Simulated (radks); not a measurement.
Dispersion coefficients C6 (hartree bohr^6) between ground-configuration atoms and ions, from the Casimir-Polder integral (3/pi) of alpha_A(iw) alpha_B(iw). Calculated with a radial shooting solver on a logarithmic mesh with Libxc functionals: scalar-relativistic Kohn-Sham, LB94 model potential, spin-polarised, spherical densities, finite nucleus; open shells are filled with parallel spins first; Fermi nuclear charge, rms radius of each element as measured or else 0.836 A^(1/3) + 0.57 fm. Response by self-consistent Sternheimer equations with the Hartree and adiabatic LDA kernel, the relativistic mass of each level held fixed and spin-orbit coupling left out.

C6,K,K+,K2+,K3+,K4+,K5+,K6+
K,1955,,,,,,
K+,129.6,24.79,,,,,
K2+,93.11,18.56,13.94,,,,
K3+,70.43,14.31,10.76,8.318,,,
K4+,55.49,11.29,8.494,6.567,5.185,,
K5+,44.95,9.028,6.790,5.248,4.144,3.313,
K6+,37.31,7.303,5.483,4.233,3.342,2.673,2.160

Static polarisabilities (bohr^3): K ([Ar] 4s1) 181.0, K+ ([Ar]) 5.741, K2+ ([Ne] 3s2 3p5) 4.051, K3+ ([Ne] 3s2 3p4) 3.040, K4+ ([Ne] 3s2 3p3) 2.396, K5+ ([Ne] 3s2 3p2) 1.953, K6+ ([Ne] 3s2 3p1) 1.639. The combination rule 2 Ca Cb / ((alpha_b/alpha_a) Ca + (alpha_a/alpha_b) Cb) gives 6.568 for K4+-K3+, against 6.567 from the integral.
